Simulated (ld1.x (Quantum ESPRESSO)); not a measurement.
# What one change does to a pseudopotential (zirconium (Zr), TM semilocal)

ld1.x (Quantum ESPRESSO) 7.5 input, shortened:

```
&input
   title='Zr', zed=40., rel=1, dft='PBE', iswitch=3,
   config='[Kr] 4d1 5s0 5p0'
 /
 &inputp
   pseudotype=1, tm=.true., lloc=0,
   nlcc=.true., rcore=0.70
 /
3
4P  2  1   6.00   0.00  1.30  1.30  0.0
4D  3  2   1.00   0.00  2.10  2.10  0.0
5S  1  0   0.00   0.00  2.10  2.10  0.0
 &test
   configts(1)='4p6 4d1 5s0 5p0'
 /
```

All-electron outer shells of the reference configuration (PBE, scalar-relativistic, ld1.x):

| shell | level (eV) | outermost node (bohr) | outermost maximum (bohr) |
| --- | --- | --- | --- |
| 4s | -81.55 | 0.55 | 1.08 |
| 4p | -59.17 | 0.56 | 1.17 |
| 4d | -28.20 | 0.58 | 1.49 |
| 5s | -24.29 | 1.43 | 2.68 |
| 5p | -18.97 | 1.61 | 3.11 |

Change: all radii but the core radius scaled by about 1.40 (s 2.94, p 1.82, d 2.94 bohr).

Cutoffs: the cutoffs (Ry, on a coarse ladder) from which the occupation-weighted sum of valence levels, in a spherical-Bessel basis at the reference potential, stays within 10 and 1 mRy of its value at 400 Ry; they do not see the model core or the augmentation charge, which bear on the density cutoff. Errors are all-electron minus pseudo energies relative to the spin-unpolarised reference configuration.

Question: Predict the effect on cutoff, ghosts and configuration errors.

Answer: The potential gets softer (60 Ry and 110 Ry → 35 Ry and 45 Ry); of the 7 tests that both files solve, the error grows in 1 and shrinks in 6 by more than 15 % and 0.3 meV (median size 102.7 → 80.6 meV); neither file shows a bound ghost. A larger radius leaves more room for a smooth pseudo-wave, so fewer plane waves are needed. A semilocal file is local in each channel, so a ghost entry of none says nothing of the separable form that plane-wave codes build from it.

| quantity | base | changed |
| --- | --- | --- |
| cutoff, loose | 60 Ry | 35 Ry |
| cutoff, tight | 110 Ry | 45 Ry |
| loose cutoff by channel (10 mRy a level) | p 45 Ry, d 30 Ry | p 18 Ry, d 18 Ry |
| bound ghosts | none | none |
| error for 4p6 4d2 5s2 5p0, meV [ΔE -42.70 eV] | +228 | +98 |
| error for 4p6 4d2 5s1 5p0, meV [ΔE -35.57 eV] | +103 | +61 |
| error for 4p6 4d2 5s0 5p0, meV [ΔE -22.63 eV] | -19 | +9.2 |
| error for 4p6 4d3 5s0 5p0, meV [ΔE -35.18 eV] | -51 | -15 |
| error for 4p6 4d2 5s0 5p2, meV [ΔE -36.49 eV] | +1.5 | +89 |
| error for 4p6 4d2.5 5s1.5 5p0, meV [ΔE -42.19 eV] | +183 | +81 |
| error for 4p6 4d2 5s1.5 5p0, meV [ΔE -39.82 eV] | +169 | +82 |
